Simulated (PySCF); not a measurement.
**Excitation energy of As by level of theory**

As [Ar] 3d10 4s2 4p3 (4S) → As [Ar] 3d10 4s2 4p2 5s1, s spin flipped, as a difference of total energies. All numbers are calculated (PySCF 2.14, scalar relativity through the core potential, in aug-cc-pVDZ-PP with ECP10MDF (5s4p3d, 32 functions)). Correlated levels: valence: 3s2 3p6 3d10 frozen. The calculations carry no spin-orbit coupling.

```json
{"method": "UHF", "excitation energy (eV)": "6.752"}
{"method": "LDA", "excitation energy (eV)": "6.628"}
{"method": "PBE", "excitation energy (eV)": "6.594"}
{"method": "PBE0", "excitation energy (eV)": "6.732"}
{"method": "r2SCAN", "excitation energy (eV)": "6.833"}
{"method": "LC-wPBE", "excitation energy (eV)": "6.875"}
{"method": "wB97M-V", "excitation energy (eV)": "6.588"}
{"method": "wB97X", "excitation energy (eV)": "6.578"}
{"method": "MN15", "excitation energy (eV)": "6.873"}
{"method": "MP2 (valence)", "excitation energy (eV)": "6.866"}
{"method": "SCS-MP2 (valence)", "excitation energy (eV)": "6.741"}
```

Q: How much does correlation contribute at MP2 (valence)?

A: 6.866 − (6.752) = 0.114 eV, measured against UHF.

The upper determinant mixes two multiplicities, so it lies between the two terms.

The promoted electron is Rydberg-like, and one or two diffuse shells describe it only roughly, which tends to raise the upper state.
